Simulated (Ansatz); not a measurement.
The same path of CH2OSe (5 atoms, charge 0, multiplicity 1) was run twice with different band settings. Lost on the way: C2–H4. Made: O1–H4.

Theory: Ansatz, UKS PBE/def2-SVP.

Relaxed end points:

```xyz
5
Properties=species:S:1:pos:R:3
O -0.448 -1.650 0.607
C -0.349 -0.545 0.142
Se 1.333 0.456 0.093
H -1.200 0.035 -0.312
H 0.713 1.632 -0.571
```

```xyz
5
Properties=species:S:1:pos:R:3
O -0.641 -1.131 0.333
C -0.429 0.088 -0.156
Se 1.438 0.474 0.109
H -1.593 -1.313 0.191
H 1.275 1.808 -0.518
```

Common settings: movable images 5; climbing image yes; spring 5.0 eV/Å²; optimiser quadratic models (default); start path through a guess of the saddle point; iteration limit 60; end points relaxed.

| run | force threshold |
| --- | --- |
| 1 | 0.03 eV/Å |
| 2 | 0.5 eV/Å |

What does each run give, and how far can it be trusted?

Run 1: converged after 21 iterations, highest image 2.797 eV above the first end. The profile has 2 maxima (images 1, 5) with wells between them (image 2): this band takes more than one step, which may be the mechanism or a detour left from its start path. Neighbouring images differ by up to 1.5 eV, so the band resolves the path poorly. A vibrational analysis at the climbing image gives one clearly imaginary mode, 507i cm⁻¹: a first-order saddle point.
Run 2: converged after 11 iterations, highest image 2.696 eV above the first end. The threshold of 0.5 eV/Å is loose, so the images may lie well off the minimum-energy path. The profile has 3 maxima (images 1, 3, 5) with wells between them (images 2, 4): this band takes more than one step, which may be the mechanism or a detour left from its start path. Neighbouring images differ by up to 2.1 eV, so the band resolves the path poorly. The order of the stationary point at the top wasn't checked.
The orbitals were unrestricted but ended closed-shell.
